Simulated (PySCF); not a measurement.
Run record: excited-state job, `FCC1=COC=CC1`.

Computed with TDDFT PBE0/def2-SVPD, vertical, gas phase, core orbitals frozen in the response (PySCF 2.14.0, density-fitted response routines). Geometry: GFN2-xTB. The command runs a driver script over a list of jobs; the input below is this job's line of settings and its coordinates in Å.

Command:
```bash
OMP_NUM_THREADS=1 python probes_run.py task.json out
```

Input:
```
{"job": {"kind": "uv", "xc": "PBE0", "basis": "def2-SVPD", "nstates": 8, "ntriplets": 3}, "charge": 0, "multiplicity": 1}
F      2.886711     0.794032    -0.092606
C      2.056167    -0.291544     0.007517
C      0.608985     0.093915    -0.014965
C      0.210177     1.355097    -0.120843
O     -1.086599     1.770156    -0.146342
C     -2.026660     0.788206    -0.052326
C     -1.769076    -0.505707     0.057130
C     -0.368871    -1.049546     0.090772
H      2.296452    -0.954563    -0.834348
H      2.309876    -0.800644     0.946949
H      0.893968     2.186292    -0.197460
H     -3.023269     1.201976    -0.078241
H     -2.579875    -1.211835     0.126717
H     -0.198551    -1.609655     1.020427
H     -0.213850    -1.758192    -0.734294
```

Output:
```
coarse grid: 13032 points
cycle   1  E = -407.0145447900  dE =  1.270e+00  |g| = 5.585e-01  |ddm| = 6.848e+00
cycle   2  E = -406.9761182404  dE =  3.843e-02  |g| = 7.481e-01  |ddm| = 1.896e+00
cycle   3  E = -407.0737963878  dE = -9.768e-02  |g| = 9.741e-02  |ddm| = 9.624e-01
cycle   4  E = -407.0749324949  dE = -1.136e-03  |g| = 5.845e-02  |ddm| = 2.241e-01
cycle   5  E = -407.0757544839  dE = -8.220e-04  |g| = 1.279e-02  |ddm| = 1.153e-01
cycle   6  E = -407.0757923527  dE = -3.787e-05  |g| = 4.768e-03  |ddm| = 3.305e-02
cycle   7  E = -407.0757978280  dE = -5.475e-06  |g| = 8.955e-04  |ddm| = 1.034e-02
final grid: 127664 points
cycle   8  E = -407.1407919125  dE = -3.621e-05  |g| = 1.023e-02  |ddm| = 2.436e-01
cycle   9  E = -407.1407599786  dE =  3.193e-05  |g| = 1.632e-02  |ddm| = 3.851e-02
cycle  10  E = -407.1408127572  dE = -5.278e-05  |g| = 2.391e-03  |ddm| = 2.463e-02
cycle  11  E = -407.1408142208  dE = -1.464e-06  |g| = 3.562e-04  |ddm| = 4.584e-03
cycle  12  E = -407.1408142465  dE = -2.564e-08  |g| = 1.468e-04  |ddm| = 8.328e-04
cycle  13  E = -407.1408142515  dE = -4.999e-09  |g| = 2.703e-05  |ddm| = 2.994e-04
cycle  14  E = -407.1408142516  dE = -1.362e-10  |g| = 1.404e-05  |ddm| = 9.073e-05
converged SCF energy = -407.1408142516

Static polarisability (au): isotropic 71.341, principal 50.994 76.519 86.511

Singlet excitations
state   eV       nm        f      main configurations
  1   5.1121    242.5   0.03409   H->L 0.99
  2   5.7079    217.2   0.00079   H->L+1 0.97
  3   6.3687    194.7   0.00378   H->L+2 0.94
  4   6.4667    191.7   0.03526   H->L+3 0.70, H-1->L 0.29
  5   6.5938    188.0   0.01706   H->L+4 0.98
  6   6.9443    178.5   0.00002   H->L+5 0.92
  7   7.2097    172.0   0.00235   H->L+6 0.97
  8   7.4065    167.4   0.01220   H->L+7 0.82, H-1->L+1 0.13

Triplet excitations (Tamm-Dancoff, eV): 3.7935 4.5157 5.5812
```

The SCF starts on a coarse grid where the log names one; the energy can jump when the final grid takes over, and dE then counts from the start density on the new grid. H and L stand for HOMO and LUMO; the number after each pair is its weight.

Task: Give the mean polarisability as a volume in Å³, and the ratio of the largest to the smallest principal value.

Result: 71.341 au × 0.148185 = 10.57 Å³; 86.511/50.994 = 1.70.

Task: Give S1 in cm⁻¹ and kJ/mol.

Result: 5.1121 eV × 8065.54 = 41232 cm⁻¹; × 96.485 = 493.2 kJ/mol.

Main results: HOMO -6.27 eV, LUMO -0.01 eV; lowest singlet 5.11 eV; lowest triplet 3.79 eV (Tamm–Dancoff); mean polarisability 71.3 au.

Time: 33 s of wall time; peak memory 0.84 GiB. Hardware: one thread, Arm Neoverse V2 (aarch64) (shared host).

One conformer stands for the species.
Labels such as C1 count atoms from 1, the log's own numbers from 0.
